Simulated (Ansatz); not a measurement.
## GeH2Cl− (SMILES [Cl][GeH2-]): the energy, rung by rung

The species is GeH2Cl− (4 atoms), meant as a singlet with charge -1. SMILES: `[Cl][GeH2-]`. Geometry: a GFN2-xTB relaxation, a rough one for these elements and not checked as a minimum.

```xyz
4

Cl   -1.5660    0.3897    1.0144
Ge    0.0363   -0.8066   -0.1638
H     0.1519    0.3841   -1.4489
H     1.3779    0.0328    0.5983
```

Each level gives the energy change with the Cl1–Ge2 bond stretched from 2.321 to 5.802 Å (eV). The values are calculated.

```tsv
level	kind	program	value (eV)	less FCI/STO-3G	CPU time (all runs)
HF/STO-3G (restricted)	Hartree–Fock	Ansatz	3.04	+0.10	0.91 s
SVWN5/STO-3G (restricted)	LDA	Ansatz	3.27	+0.33	3.1 s
PBE/STO-3G (restricted)	GGA	Ansatz	2.97	+0.03	5.8 s
B3LYP/STO-3G (restricted)	global hybrid	Ansatz	3.18	+0.24	5.4 s
CAM-B3LYP/STO-3G (restricted)	range-separated hybrid	Ansatz	3.56	+0.62	5.4 s
wB97M-V/STO-3G (restricted)	range-separated hybrid	Ansatz	3.69	+0.75	64 s
wB97X/STO-3G (restricted)	range-separated hybrid	Ansatz	3.60	+0.66	19 s
MP2/STO-3G (restricted)	perturbation theory	Ansatz	3.05	+0.11	0.43 s
CCSD/STO-3G (restricted)	coupled cluster or CI	Ansatz	2.94	0.00	0.59 s
FCI/STO-3G	exact in the basis	Ansatz	2.94	0.00	1.6 s
```

FCI/STO-3G is exact within its basis and frozen core, so for wave-function methods in that basis the difference is their error; functionals converge differently with the basis, so for them it is only a difference. All-electron rows without a relativistic Hamiltonian named are non-relativistic. Sets without diffuse functions describe the anion poorly. The first shape isn't each level's own minimum. The values span 2.94 to 3.69 eV. All rows use very small basis sets, so none should be taken for the real molecule's value. In the correlated wave-function rows the outer d shell of Ge is correlated, in sets not made for it. CPU times are rough (shared hosts, several kinds of processor and program).
